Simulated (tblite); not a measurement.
Species: FH9OSi4.
Numbering: `[F:1][SiH2:2][Si@H:3]([SiH3:4])[O:5][SiH3:6]` (hydrogens: H7, H8 on Si2; H9 on Si3; H10, H11, H12 on Si4; H13, H14, H15 on Si6)

Structure optimised with GFN2-xTB, isolated species.

Q: List the bond lengths, angles and torsions at this level.

A: 
```json
{"bond": "F1–Si2", "length (Å)": "1.623"}
{"bond": "Si2–Si3", "length (Å)": "2.304"}
{"bond": "Si3–Si4", "length (Å)": "2.323"}
{"bond": "Si3–O5", "length (Å)": "1.640"}
{"bond": "O5–Si6", "length (Å)": "1.615"}
{"bond": "Si2–H7", "length (Å)": "1.465"}
{"bond": "Si2–H8", "length (Å)": "1.465"}
{"bond": "Si3–H9", "length (Å)": "1.483"}
{"bond": "Si4–H10, Si4–H11, Si4–H12", "length (Å)": "1.469"}
{"bond": "Si6–H13, Si6–H14, Si6–H15", "length (Å)": "1.461"}
```

Bonds in one row agree within 0.01 Å and their mean is given. A selection of angles:
```json
{"angle": "F1–Si2–Si3", "degrees": "104.1"}
{"angle": "F1–Si2–H7", "degrees": "102.3"}
{"angle": "F1–Si2–H8", "degrees": "102.3"}
{"angle": "Si3–Si2–H7", "degrees": "118.0"}
{"angle": "Si3–Si2–H8", "degrees": "120.5"}
{"angle": "H7–Si2–H8", "degrees": "106.8"}
{"angle": "Si2–Si3–Si4", "degrees": "121.3"}
{"angle": "Si2–Si3–O5", "degrees": "102.1"}
{"angle": "Si2–Si3–H9", "degrees": "110.6"}
{"angle": "Si4–Si3–O5", "degrees": "108.1"}
{"angle": "Si4–Si3–H9", "degrees": "109.5"}
{"angle": "O5–Si3–H9", "degrees": "103.6"}
{"angle": "Si3–Si4–H10", "degrees": "113.1"}
{"angle": "Si3–Si4–H12", "degrees": "111.0"}
{"angle": "H10–Si4–H11", "degrees": "105.4"}
{"angle": "Si3–O5–Si6", "degrees": "156.5"}
{"angle": "O5–Si6–H13", "degrees": "108.2"}
{"angle": "O5–Si6–H14", "degrees": "104.2"}
{"angle": "H13–Si6–H14", "degrees": "112.8"}
{"angle": "H13–Si6–H15", "degrees": "111.2"}
```

Torsions: F1–Si2–Si3–Si4 -56° (synclinal); Si2–Si3–O5–Si6 175° (antiperiplanar).

Si4 (SiH3 silicon) is distorted tetrahedral (angles from 105.4° to 114.1°). Si3 (oxygen-bound silicon) is distorted tetrahedral (angles from 102.1° to 121.3°). Si6 (oxygen-bound silicon) is distorted tetrahedral (angles from 104.2° to 113.0°). The O–Si distances run from 1.615 Å (O5–Si6, drawn single) to 1.640 Å (Si3–O5, drawn single), a spread of 0.025 Å. Si2 (fluorine-bound silicon) is distorted tetrahedral (angles from 102.3° to 120.5°).

Point group: C1 (no symmetry element, even within 0.4 Å). Its lowest GFN2-xTB frequency is 7 cm⁻¹, too small to tell a flat minimum from a shallow saddle. One conformer, not necessarily the lowest.

All values are computed, not measured.
